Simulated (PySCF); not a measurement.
isocyanic acid cation (CHNO), SMILES O=C=N (connectivity only; charge and spin as stated), charge +1, multiplicity 2. Atoms are numbered in the order given.

```xyz
4

N     -0.1341    -1.1864     0.0000
C      0.0289     0.0775     0.0000
O      0.0112     1.2084     0.0000
H      0.6754    -1.8284     0.0000
```
Charge +1, spin multiplicity 2.

Coordinates come from a ωB97X-D3(BJ)/def2-TZVP optimisation. The multiplicity is an assumed one; other spin states were not compared.

Calculation: r2SCAN/def2-TZVPD run with PySCF.

Mulliken values depend strongly on the basis, most of all with diffuse functions as here. ESP charges are fitted to the potential on shells at 1.4 to 2.0 van der Waals radii. Atomic charges (e):

| atom | Mulliken | meta-Löwdin | ESP fit | Mulliken spin |
|---|---|---|---|---|
| N1 | -0.07 | -0.03 | ? | 0.85 |
| C2 | 0.68 | 0.63 | ? | -0.15 |
| O3 | 0.04 | 0.04 | ? | 0.33 |
| H4 | 0.35 | 0.37 | ? | -0.04 |

### Question
What belongs in the gaps? (Estimate from the structure and the level; the computed values follow.)

### Answer

- N1, ESP fit: -0.09
- C2, ESP fit: 0.64
- O3, ESP fit: 0.04
- H4, ESP fit: 0.41
